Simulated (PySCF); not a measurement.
Spectrum to structure. Level of theory: TDDFT PBE0/def2-SVPD, vertical, gas phase, core orbitals frozen in the response in PySCF. Geometries: GFN2-xTB, one conformer each.

```tsv
state	E (eV)	f
S1	5.10	0.051
S2	5.26	0.0031
S3	5.56	0.020
S4	6.04	0.0019
S5	6.20	0.056
S6	6.50	0.0048
S7	6.62	0.012
S8	6.75	0.0020
```

Orbital energies (eV): HOMO-3 -9.87, HOMO-2 -9.67, HOMO-1 -7.83, HOMO -6.69, LUMO -0.57, LUMO+1 -0.32, LUMO+2 0.04.

Problem. Which structure fits? All have the formula C5H10N2Si.
A. `C[SiH](C)n1cccn1`
B. `N(CC=C)C[SiH2]C#N`
C. `CC1=C(C)N([SiH3])N=C1`
D. `CCc1cn([SiH3])cn1`

Solution. B. Its S1, at 5.10 eV, is the lowest among the candidates; the nearest of the others has S1 at 5.43 eV. S1 is HOMO→LUMO (96%). Löwdin shares by element: HOMO nitrogen 53% or more, carbon 20% or more, silicon 7% (atoms not listed hold the other 20%); LUMO carbon 31% or more, silicon 24%, nitrogen 21% or more (atoms not listed hold the other 23%). At the same level the other candidates give, for their lowest levels:
- `CCc1cn([SiH3])cn1`: 5.43 eV (f 0.000); 6.14 eV (f 0.107); 6.19 eV (f 0.005); 6.34 eV (f 0.007); 6.39 eV (f 0.002); T1 4.31 eV; HOMO -6.51, LUMO -0.03 eV
- `C[SiH](C)n1cccn1`: 6.51 eV (f 0.133); 6.54 eV (f 0.004); 6.74 eV (f 0.032); 6.90 eV (f 0.055); 7.11 eV (f 0.007); T1 4.63 eV; HOMO -7.13, LUMO 0.24 eV
- `Cc1cnn([SiH3])c1C`: 5.80 eV (f 0.000); 6.13 eV (f 0.138); 6.26 eV (f 0.000); 6.35 eV (f 0.001); 6.42 eV (f 0.005); T1 4.29 eV; HOMO -6.58, LUMO 0.26 eV

Shape of the structure used: `[CH2:1]=[CH:2][CH2:3][NH:4][CH2:5][SiH2:6][C:7]#[N:8]`: C1–C2–C3–N4 -131°, C2–C3–N4–C5 180°, C3–N4–C5–Si6 -64°, N4–C5–Si6–C7 75°.
Triplets come from the Tamm–Dancoff approximation.
